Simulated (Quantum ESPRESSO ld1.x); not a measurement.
Values are calculated unless marked as measured or tabulated.
These are the eigenvalues of the occupied orbitals of an atom or ion with whole-number occupations (eV). Code: ld1.x of Quantum ESPRESSO 7.5. Model: scalar-relativistic Kohn-Sham, LDA (Slater exchange, Perdew-Zunger correlation), spin-unpolarised, spherical densities, point nucleus.

| orbital | eigenvalue |
|---|---|
| 1s | -476.378 |
| 2s | -87.223 |

Which element is it, and in what charge state? The configuration may be excited.

Answer. Z = 7, nitrogen, charge +4: N4+ in [He] 2s1. The 1s level, -17.507 hartree, gives Z - s = 5.9 by -(Z - s)^2/2, which with screening and relativity narrows Z to a few neighbours, and the depths must fix Z and the occupations together.
